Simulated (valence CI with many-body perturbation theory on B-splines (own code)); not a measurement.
## Ga²⁴⁺: calculated level list

Level of theory: valence CI with perturbative core correlation (CI+MBPT): five valence electrons over a frozen Dirac-Fock core [He], a basis of 9 s, 9 p, 8 d, 6 f, 3 g, 1 h functions for each j, with the one-electron correlation potential Σ1, the two-electron term Σ2, the three-electron term Σ3, Breit, model QED; selected CI, second order for the rest (own B-spline code, finite nucleus).

No measured spectrum was set against this ion. As an estimate, levels of excited configurations hold to 0.05 to 0.15 % of their energy, terms of the ground configuration to about 0.5 %. Among the levels kept, up to 2000 cm⁻¹ of a level comes from second order outside the variational space, and about a tenth of that is noise between levels of different J, which matters for small intervals.

Levels 1 to 45 of 84, with energies above the lowest level, (2s^2 2p1/2^2 2p3/2) J=3/2. "Leading %" is the weight of the configuration and term that name the level; weights of strongly mixed levels are sums over their largest components and can fall short. In the jj column 3d3/2^4 stands for four electrons in 3d with j = 3/2. Lifetimes count E1, E2, E3, M1 and M2 decay at the calculated energies, and are blank where another channel may lead or the interval is too uncertain; long ones can be off by a factor of two.

```csv
No.,Configuration,Term,J,E (eV),Leading %,Leading jj,Second component,Lifetime
1,2s²2p³,⁴S°,3/2,0.0,66,2s^2 2p1/2^2 2p3/2 (79 %),24 % 2s²2p³ ²P°,
2,2s²2p³,²D°,3/2,25.9,62,2s^2 2p1/2 2p3/2^2 (82 %),26 % 2s²2p³ ⁴S°,6.59 μs
3,2s²2p³,²D°,5/2,35.0,100,2s^2 2p1/2 2p3/2^2 (100 %),,38.9 μs
4,2s²2p³,²P°,1/2,48.3,99,2s^2 2p1/2 2p3/2^2 (99 %),,3.76 μs
5,2s²2p³,²P°,3/2,69.6,64,2s^2 2p3/2^3 (94 %),28 % 2s²2p³ ²D°,1.55 μs
6,2s2p⁴,⁴P,5/2,126.1,93,2s 2p1/2^2 2p3/2^2 (88 %),7 % 2s2p⁴ ²D,52.2 ps
7,2s2p⁴,⁴P,3/2,144.3,92,2s 2p1/2 2p3/2^3 (66 %),5 % 2s2p⁴ ²D,28.7 ps
8,2s2p⁴,⁴P,1/2,147.4,85,2s 2p1/2^2 2p3/2^2 (58 %),15 % 2s2p⁴ ²S,26.1 ps
9,2s2p⁴,²D,3/2,175.3,80,2s 2p1/2 2p3/2^3 (53 %),12 % 2s2p⁴ ²P,13.0 ps
10,2s2p⁴,²D,5/2,181.9,93,2s 2p1/2 2p3/2^3 (88 %),7 % 2s2p⁴ ⁴P,18.5 ps
11,2s2p⁴,²S,1/2,200.0,54,2s 2p1/2 2p3/2^3 (46 %),35 % 2s2p⁴ ²P,7.58 ps
12,2s2p⁴,²P,3/2,208.3,85,2s 2p1/2 2p3/2^3 (80 %),14 % 2s2p⁴ ²D,5.39 ps
13,2s2p⁴,²P,1/2,235.3,64,2s 2p3/2^4 (71 %),31 % 2s2p⁴ ²S,5.85 ps
14,2p⁵,²P°,3/2,321.6,98,2p1/2^2 2p3/2^3 (98 %),,6.63 ps
15,2p⁵,²P°,1/2,351.1,98,2p1/2 2p3/2^4 (98 %),,5.74 ps
16,2s²2p²3s,⁴P,1/2,1338.6,65,2s^2 2p1/2^2 3s (92 %),18 % 2s²2p²3s ²P,262 fs
17,2s²2p²3s,⁴P,3/2,1360.3,91,2s^2 2p1/2 2p3/2 3s (98 %),7 % 2s²2p²3s ²P,332 fs
18,2s²2p²3s,²P,1/2,1364.5,74,2s^2 2p1/2 2p3/2 3s (97 %),24 % 2s²2p²3s ⁴P,145 fs
19,2s²2p²3s,⁴P,5/2,1368.4,62,2s^2 2p1/2 2p3/2 3s (89 %),36 % 2s²2p²3s ²D,281 fs
20,2s²2p²3p,⁴D°,1/2,1370.1,48,2s^2 2p1/2^2 3p1/2 (92 %),27 % 2s²2p²3p ²P°,22.4 ps
21,2s²2p²3s,²P,3/2,1372.1,51,2s^2 2p1/2 2p3/2 3s (95 %),45 % 2s²2p²3s ²D,151 fs
22,2s²2p²3p,⁴D°,3/2,1381.5,42,2s^2 2p1/2^2 3p3/2 (84 %),26 % 2s²2p²3p ⁴P°,13.5 ps
23,2s²2p²3p,²S°,1/2,1391.5,35,2s^2 2p1/2 2p3/2 3p1/2 (94 %),32 % 2s²2p²3p ⁴D°,24.1 ps
24,2s²2p²3p,⁴D°,3/2,1395.4,44,2s^2 2p1/2 2p3/2 3p1/2 (91 %),28 % 2s²2p²3p ²D°,19.4 ps
25,2s²2p²3s,²D,5/2,1398.5,62,2s^2 2p3/2^2 3s (89 %),36 % 2s²2p²3s ⁴P,224 fs
26,2s²2p²3p,⁴D°,5/2,1400.3,74,2s^2 2p1/2 2p3/2 3p1/2 (54 %),15 % 2s²2p²3p ²F°,42.0 ps
27,2s²2p²3s,²D,3/2,1401.1,52,2s^2 2p3/2^2 3s (94 %),40 % 2s²2p²3s ²P,159 fs
28,2s²2p²3p,⁴P°,5/2,1401.9,46,2s^2 2p1/2 2p3/2 3p3/2 (63 %),37 % 2s²2p²3p ²D°,12.5 ps
29,2s²2p²3p,⁴P°,1/2,1403.1,53,2s^2 2p1/2 2p3/2 3p3/2 (91 %),22 % 2s²2p²3p ²S°,13.0 ps
30,2s²2p²3p,²D°,3/2,1405.8,54,2s^2 2p1/2 2p3/2 3p3/2 (93 %),23 % 2s²2p²3p ⁴P°,6.52 ps
31,2s²2p²3p,⁴D°,7/2,1409.1,64,2s^2 2p1/2 2p3/2 3p3/2 (88 %),34 % 2s²2p²3p ²F°,35.1 ps
32,2s²2p²3p,⁴S°,3/2,1410.8,47,2s^2 2p1/2 2p3/2 3p1/2 (53 %),29 % 2s²2p²3p ²P°,1.81 ps
33,2s²2p²3p,²P°,3/2,1414.6,59,2s^2 2p1/2 2p3/2 3p3/2 (59 %),20 % 2s²2p²3p ²D°,6.84 ps
34,2s²2p²3d,⁴F,3/2,1416.9,49,2s^2 2p1/2^2 3d3/2 (92 %),15 % 2s²2p²3d ²D,204 fs
35,2s²2p²3p,²F°,5/2,1417.6,36,2s^2 2p1/2 2p3/2 3p3/2 (74 %),23 % 2s²2p²3p ⁴P°,8.82 ps
36,2s²2p²3s,²S,1/2,1419.4,80,2s^2 2p3/2^2 3s (92 %),9 % 2s²2p²3s ⁴P,201 fs
37,2s²2p²3d,⁴F,5/2,1422.5,32,2s^2 2p1/2^2 3d5/2 (86 %),27 % 2s²2p²3d ⁴D,66.2 fs
38,2s²2p²3p,²P°,1/2,1423.2,73,2s^2 2p1/2 2p3/2 3p3/2 (71 %),15 % 2s²2p²3p ²S°,5.26 ps
39,2s2p³3s,⁶S°,5/2,1433.1,86,2s 2p1/2^2 2p3/2 3s (48 %),9 % 2s2p³3s ⁴P°,3.57 ps
40,2s²2p²3p,²D°,3/2,1436.3,36,2s^2 2p3/2^2 3p1/2 (76 %),27 % 2s²2p²3p ²P°,2.04 ps
41,2s²2p²3p,²D°,5/2,1438.0,50,2s^2 2p3/2^2 3p3/2 (88 %),23 % 2s²2p²3p ⁴P°,18.1 ps
42,2s²2p²3d,²P,3/2,1439.4,40,2s^2 2p1/2 2p3/2 3d3/2 (93 %),37 % 2s²2p²3d ⁴F,105 fs
43,2s²2p²3p,²F°,7/2,1439.7,64,2s^2 2p3/2^2 3p3/2 (87 %),33 % 2s²2p²3p ⁴D°,18.0 ps
44,2s²2p²3p,²D°,5/2,1439.9,67,2s^2 2p3/2^2 3p1/2 (81 %),18 % 2s²2p²3p ²F°,9.79 ps
45,2s²2p²3d,⁴F,5/2,1440.7,51,2s^2 2p1/2 2p3/2 3d3/2 (89 %),35 % 2s²2p²3d ²F,169 fs
```

The ionisation energy to 2s²2p² ³P0 of the next ion comes out as 2390.2 eV (NIST: 2391 ± 18 eV (semi-empirical)). All 84 levels together are meant to be complete up to 1498.5 eV.
